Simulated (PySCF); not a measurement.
Compound: C6H12Si.
SMILES with atom numbers: `[CH2:1]=[C:2]1[CH2:3][CH2:4][Si:5]1([CH3:6])[CH3:7]` (hydrogens: H8, H9 on C1; H10, H11 on C3; H12, H13 on C4; H14, H15, H16 on C6; H17, H18, H19 on C7)

Cartesian coordinates in Å at the GFN2-xTB level; atoms count from 1:
```xyz
19
C6H12Si angstrom
C     -1.596    1.183    1.519
C     -1.096    0.354    0.620
C     -1.825   -0.698   -0.187
C     -0.643   -1.242   -1.017
Si     0.587   -0.026   -0.175
C      1.339    1.341   -1.265
C      1.919   -0.811    0.934
H     -2.644    1.185    1.782
H     -0.978    1.900    2.035
H     -2.278   -1.458    0.451
H     -2.613   -0.266   -0.804
H     -0.791   -1.113   -2.087
H     -0.463   -2.300   -0.842
H      2.100    0.941   -1.928
H      1.806    2.105   -0.652
H      0.582    1.822   -1.876
H      1.503   -1.592    1.562
H      2.368   -0.067    1.584
H      2.713   -1.250    0.338
```

Level of theory: TDDFT PBE0/def2-SVPD, vertical, gas phase, core orbitals frozen in the response (PySCF 2.14.0, density-fitted response routines).

Ground-to-excited transition dipoles (e·a0, same axes as the geometry; the sign carries no meaning), for the states with f of 0.002 or more among the lowest 8:

```csv
state,E (eV),μx,μy,μz
S1,5.826,-0.028,0.108,-0.111
S2,6.177,-0.045,0.136,-0.101
S3,6.460,0.753,-0.728,-0.862
S4,6.726,0.073,-0.301,0.349
S6,7.142,-0.172,-0.078,-0.031
S7,7.257,-0.175,-0.183,-0.129
S8,7.317,-0.021,0.087,-0.069
```

(1) What oscillator strength does each state have?

(2) Which bond between heavy atoms lies closest to the direction of the S3 transition dipole?

(3) What angle do the transition dipoles of S4 and S7 make?

(4) How is the summed strength of these states shared among x, y and z?

(5) What peak molar absorption coefficient would the strongest computed level give as a lone Gaussian band 0.4 eV wide at half height?

Results:

(1) f = (2/3) ΔE |μ|² with ΔE in hartree (27.2114 eV).

```json
{"state": "S1", "|μ|² (au)": "0.025", "|μ| (D)": "0.40", "f": "0.004"}
{"state": "S2", "|μ|² (au)": "0.031", "|μ| (D)": "0.44", "f": "0.005"}
{"state": "S3", "|μ|² (au)": "1.840", "|μ| (D)": "3.45", "f": "0.291"}
{"state": "S4", "|μ|² (au)": "0.218", "|μ| (D)": "1.19", "f": "0.036"}
{"state": "S6", "|μ|² (au)": "0.037", "|μ| (D)": "0.49", "f": "0.006"}
{"state": "S7", "|μ|² (au)": "0.081", "|μ| (D)": "0.72", "f": "0.014"}
{"state": "S8", "|μ|² (au)": "0.013", "|μ| (D)": "0.29", "f": "0.002"}
```

(2) C1–C2, at 12° from it; next C3–C4 at 17°.

(3) |cos θ| = |μa·μb| / (|μa| |μb|) = 0.02, so θ ≈ 89° (taken between 0 and 90°, since the signs are arbitrary).

(4) (2/3) Σ ΔE μα² gives 0.102 for x, 0.111 for y and 0.145 for z, 0.358 in all.

(5) ε(max) = 2.175×10⁸ f / FWHM, with the width in cm⁻¹. S3: 2.175×10⁸ × 0.2912 / 3226 ≈ 20000 L mol⁻¹ cm⁻¹.
